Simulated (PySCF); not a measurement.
BeH2, charge +1, multiplicity 2. Atoms are numbered in the order given.

```xyz
3

Be     0.0000     0.0000     0.0000
H      0.0000     0.0000    -1.4788
H      0.0000     0.0000     1.4788
```
Charge +1, spin multiplicity 2.

Geometry: PBE-D3(BJ)/def2-TZVPD. The geometry has at least one imaginary mode, so it is a saddle point at that level. The spin state was assumed, not searched. The isomer is the one that the SMILES or the coordinates give; other isomers of the formula were not compared.

The numbers are results of PySCF with CAM-B3LYP/def2-TZVPD, not measurements.

Gas-phase values at a fixed geometry.

```yaml
total_energy: -15.46039 hartree
point_group: D∞h
"α spin, highest occupied and lowest empty level": -20.11 and -7.03 eV
"β spin, highest occupied and lowest empty level": -18.12 and -13.00 eV
dipole_moment_about_the_centre_of_nuclear_charge: 0.000 e·Å
mean_static_polarisability: 33.5 bohr³ (4.96 Å³)
polarisability_principal_values: 14.2, 14.2, 72.1 bohr³
"⟨S²⟩": 0.779 (pure state 0.75)
```
